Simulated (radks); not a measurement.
The mean radii <r> (bohr) of the occupied orbitals of an atom or ion are listed with their occupations. Calculated with a radial shooting solver on a logarithmic mesh with Libxc functionals: scalar-relativistic Kohn-Sham, PBEsol, spin-polarised, spherical densities, finite nucleus; Fermi nuclear charge, rms radius of each element as measured or else 0.836 A^(1/3) + 0.57 fm.

| orbital | occ. | <r> |
|---|---|---|
| 1s down | 1 | 0.02508 |
| 1s up | 1 | 0.02508 |
| 2s up | 1 | 0.1075 |
| 2s down | 1 | 0.1075 |
| 2p up | 3 | 0.09426 |
| 2p down | 3 | 0.09426 |
| 3s up | 1 | 0.2853 |
| 3s down | 1 | 0.2853 |
| 3p up | 3 | 0.2833 |
| 3p down | 3 | 0.2833 |
| 3d up | 5 | 0.2600 |
| 3d down | 5 | 0.2600 |
| 4s up | 1 | 0.6544 |
| 4s down | 1 | 0.6544 |
| 4p up | 3 | 0.6933 |
| 4p down | 3 | 0.6934 |
| 4d up | 5 | 0.7679 |
| 4d down | 5 | 0.7678 |
| 5s up | 1 | 1.558 |
| 5s down | 1 | 1.554 |
| 5p up | 3 | 1.808 |
| 5p down | 3 | 1.800 |
| 6s up | 1 | 4.351 |
| 6s down | 1 | 4.462 |
| 5d up | 1 | 2.972 |

Name the element and its charge. Open shells, if any, are filled with parallel spins first.

Answer. Z = 57, lanthanum, charge 0: La in [Xe] 5d1 6s2. The 1s radius gives Z: for a bare nucleus <r> = (2 gamma + 1)/(2Z) with gamma = sqrt(1 - (Z/c)^2), 0.02473 bohr for Z = 57, and screening makes it slightly larger (0.02508 here). The occupations add up to 57, and the charge is Z minus that.
